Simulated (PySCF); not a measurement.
Compound: C6H7NO2 (charge -1 and doublet state).
Structure used (GFN2-xTB), in Å, numbered top down from 1:
```xyz
16
C6H7NO2 angstrom
C      2.4739   -0.0467    0.7711
N      1.6474   -0.5924   -0.2969
C      0.2644   -0.2804   -0.2049
C     -0.2507    0.9500   -0.3952
C     -1.6567    1.2538   -0.2285
O     -2.1480    2.4137   -0.4200
C     -2.4057    0.1186    0.2083
C     -1.8569   -1.1138    0.3737
O     -0.4954   -1.4154    0.1208
H      2.2300   -0.4417    1.7694
H      2.3349    1.0329    0.7909
H      3.5233   -0.2646    0.5561
H      1.7320   -1.6061   -0.3152
H      0.4277    1.7490   -0.6622
H     -3.4587    0.2362    0.4327
H     -2.3691   -1.9843    0.7562
```

The hyperfine couplings belong to this conformer and change with its torsions.

As a line formula: `CNC1=C[C]([O-])C=CO1` [radical] (charge -1).

Method: UKS B3LYP, pcH-1 on C H N O, non-relativistic, mean-field spin-orbit, GIAO (PySCF 2.14.0). Whether the extra electron is bound in the gas phase wasn't checked; a finite basis holds it in any case. The geometry wasn't refined by DFT: couplings that depend on bond lengths, twists or pyramidal angles can differ widely from those at the functional's own minimum, by a factor of two or more for some ions and for spin on atoms past the first row. Stability of the SCF solution: not tested.

Mulliken spin populations: C1 +0.003, N2 -0.002, C3 +0.196, C4 -0.117, C5 +0.246, O6 +0.232, C7 -0.087, C8 +0.427, O9 +0.085, H10 +0.008, H11 -0.002, H12 +0.021, H13 +0.006, H14 +0.004, H15 +0.002, H16 -0.022.

(1) Give the computed dipolar 1H tensors of H10, H11, H12, H13, H14, H15.

(2) Estimate them with point dipoles: put each population ρk at its nucleus, leave out the nucleus itself and the atom bound to it, and sum T = Σ [ρk/(2S)]·C·(3 n nᵀ − 1)/r³ with C = μ0 gₑ μB g_N μN/(4π h) = 79.06 MHz Å³.

Answers

(1) 
```
atom                                         position  distance from C8 (Å)  T1 (MHz)     T2    T3
 H10                                  5 bonds from C8                  4.37     -1.77  -0.51  2.28
 H11                                  5 bonds from C8                  4.73     -1.70  -0.47  2.17
 H12                                  5 bonds from C8                  5.45     -1.29  -1.21  2.50
 H13                                  4 bonds from C8                  3.69     -2.44  -1.54  3.98
 H14  4 bonds from C8, on C4 of spin population -0.12                  3.81     -3.31  -0.63  3.94
 H15                                  2 bonds from C8                  2.10     -3.63   0.89  2.74
```

(2) 
```tsv
atom	T1 (MHz)	T2	T3	T3, computed	difference in T3 (%)
H10	-1.49	-0.66	2.15	2.28	-6
H11	-1.47	-0.40	1.87	2.17	-14
H12	-0.80	-0.62	1.42	2.50	-43
H13	-3.18	-2.31	5.49	3.98	+38
H14	-5.15	0.57	4.58	3.94	+16
H15	-6.63	0.40	6.23	2.74	+127
```

In T3 the estimate is closest for H10 (-6 %, 4.37 Å from C8) and worst for H15 (+127 %, 2.10 Å).

The SMILES draws the unpaired electron on C5; the largest computed Mulliken spin population is on C8 (0.43 against 0.25).
